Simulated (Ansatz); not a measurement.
`[OH][Al]([Br])[O][SiH3]` and `[CH3][Al]([OH])[O][SiH3]` differ in one atom or group.

Ansatz, PBE0-D4/def2-TZVP geometries, multiplicity 1. Each molecule was computed in one conformer, which needn't be the lowest.

Scalar relativity is left out up to krypton.

```json
{"property": "HOMO energy (ωB97M-V/def2-TZVPP) / eV", "`[OH][Al]([Br])[O][SiH3]`": "-10.88"}
{"property": "HOMO energy (PBE/def2-TZVPP) / eV", "`[OH][Al]([Br])[O][SiH3]`": "-7.28"}
{"property": "HOMO energy (PBE0/def2-TZVPP) / eV", "`[OH][Al]([Br])[O][SiH3]`": "-8.63"}
{"property": "LUMO energy (B3LYP/def2-TZVPP) / eV", "`[OH][Al]([Br])[O][SiH3]`": "-1.25"}
{"property": "HOMO energy (B3LYP/def2-TZVPP) / eV", "`[OH][Al]([Br])[O][SiH3]`": "-8.34"}
{"property": "HOMO–LUMO gap (PBE/def2-TZVPP) / eV", "`[OH][Al]([Br])[O][SiH3]`": "5.46"}
```

**Question.** What does the change do to each property? (Estimate.)

**Answer.** The calculation gave: 
```csv
property,`[CH3][Al]([OH])[O][SiH3]`,shift
HOMO energy (ωB97M-V/def2-TZVPP) / eV,-10.70,0.18
HOMO energy (PBE/def2-TZVPP) / eV,-6.98,0.30
HOMO energy (PBE0/def2-TZVPP) / eV,-8.40,0.23
LUMO energy (B3LYP/def2-TZVPP) / eV,-0.61,0.64
HOMO energy (B3LYP/def2-TZVPP) / eV,-8.18,0.16
HOMO–LUMO gap (PBE/def2-TZVPP) / eV,5.83,0.37
```

With PBE0 the HOMO rises by 0.23 eV and the LUMO rises by 0.65 eV, so the gap widens by about 0.42 eV. PBE moves the HOMO by 0.30 eV and ωB97M-V by 0.18 eV.

B3LYP here is the variant with VWN-RPA as its local correlation; programs differ in this.

Spin–orbit coupling is left out; it splits and shifts lone-pair levels of the heavy atoms by tenths of an eV.
